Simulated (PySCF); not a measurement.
C2H6O3Si, SMILES COC(=O)[SiH2]O at its GFN2-xTB optimised geometry (Å):

```
12

C      0.2894    -2.1895     0.0004
O     -0.4232    -0.9549     0.0004
C      0.3038     0.1617     0.0000
O      1.5169     0.1617     0.0000
Si    -0.7201     1.7829     0.0000
O      0.3744     2.9759    -0.0002
H      0.8879    -2.2773    -0.9084
H      0.9541    -2.2393     0.8650
H     -0.4592    -2.9759     0.0443
H     -1.5169     1.8438    -1.2200
H     -1.5141     1.8495     1.2213
H      1.3078     2.7625    -0.0098
```

Computed with PBE/def2-TZVP in PySCF. Cells within 0.4 Å of a nucleus heavier than hydrogen are left out (blank, or x).

Map of the deformation density (molecule minus spherical neutral atoms) (e/bohr³) on the plane z = 0.0 Å:

```
|1111111111111111111111111|
|1111111111111111111111111|
|1111111111111111111111111|
|1111111111112211111111111|
|1111111111113x21011111111|
|111111111002xx55001111111|
|1111111110025232001111111|
|1111111111x12210011111111|
|1111111111xx1111111111111|
|1111111100122111111111111|
|1111111110145212321111111|
|111111111113xx5xx21111111|
|111111111101xx8xx21111111|
|1111111111116112321111111|
|11111111127x2001111111111|
|11111111113x2101111111111|
|1111111111023001111111111|
|111111111111xx31111111111|
|1111111111158x11111111111|
|1111111111195001111111111|
|1111111111011111111111111|
|1111111111111111111111111|
|1111111111111111111111111|
|1111111111111111111111111|
|1111111111111111111111111|
```
Scale: ten equal steps from -0.025 (start of '0') to 0.126 (end of '9'), in the order '0123456789'; x runs from -5.00 to 5.00, y from -5.00 (bottom) to 5.00 (top).
